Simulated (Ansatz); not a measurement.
Conformers of C2H9NOSi2 (`C=C[Si](N)(O)[SiH3]`), each relaxed with PBE0-D4/def2-TZVP in Ansatz. CBS adds the triple-zeta coupled-cluster correction to the MP2 limit.

Not all of them had a frequency check.

Conformer A:

Z-matrix (Å, degrees):
```
Si
C 1 1.861
O 1 1.651 2 113.9
N 1 1.722 2 105.2 3 118.3
Si 1 2.349 2 111.4 3 -116.0
C 2 1.330 1 123.6 3 111.7
H 2 1.091 1 118.7 3 -68.1
H 3 0.960 1 115.9 2 71.7
H 4 1.008 1 119.3 2 31.3
H 4 1.008 1 120.6 2 175.3
H 5 1.491 1 110.6 2 -57.0
H 5 1.490 1 109.3 2 -175.2
H 5 1.489 1 113.3 2 64.0
H 6 1.087 2 121.9 1 0.1
H 6 1.087 2 122.5 1 -179.8
```

Conformer B:

Z-matrix (Å, degrees):
```
Si
C 1 1.860
O 1 1.656 2 109.6
N 1 1.711 2 105.7 3 -125.5
Si 1 2.341 2 113.3 3 115.3
C 2 1.331 1 122.7 3 -11.9
H 2 1.089 1 119.0 3 169.9
H 3 0.960 1 116.6 2 -67.6
H 4 1.006 1 122.3 2 27.9
H 4 1.006 1 123.0 2 -170.9
H 5 1.490 1 109.9 2 46.6
H 5 1.491 1 110.6 2 165.4
H 5 1.488 1 111.8 2 -73.8
H 6 1.087 2 121.3 1 0.5
H 6 1.087 2 122.5 1 -179.0
```

Problem. Which is lowest in electronic energy at CCSD(T)/CBS (frozen core, def2 sets), and by how much? (Estimate.)

Solution. The calculation gave: B; A lies 2.7 kJ/mol higher.

Problem. Give the energies relative to B (kJ/mol) with PBE-D4/def2-TZVPP, B3LYP-D4/def2-TZVPP, PBE/def2-TZVPP, B3LYP/def2-TZVPP, CCSD/def2-TZVPP, HF/def2-QZVPP, SCS-MP2/def2-QZVPP. (Best estimate.)

Solution. Ansatz gave: 
```
              level    A
  PBE-D4/def2-TZVPP  3.3
B3LYP-D4/def2-TZVPP  4.2
     PBE/def2-TZVPP  3.8
   B3LYP/def2-TZVPP  5.0
    CCSD/def2-TZVPP  3.3
      HF/def2-QZVPP  4.9
 SCS-MP2/def2-QZVPP  3.2
```

B3LYP here is the variant with VWN-RPA as its local correlation; programs differ in this.
